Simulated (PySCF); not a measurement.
AlH₂Cl, SMILES [Cl][AlH2]. Geometry: B3LYP-D3(BJ)/def2-TZVP.

TDDFT-CAM-B3LYP/def2-TZVPD (PySCF) puts the lowest singlet excitations at 5.55, 6.89, 7.03, 7.13, 7.35, 8.11 eV.

Q: What are the lowest excitation roots from ADC(2)/aug-cc-pVDZ (PySCF)? (The exact figures need the calculation; the answer reports its results.)

A: 5.92, 7.41, 7.59, 7.67, 8.36, 8.51 eV. S1 differs by 0.37 eV (second minus first; roots are paired by order, and the bases may differ).
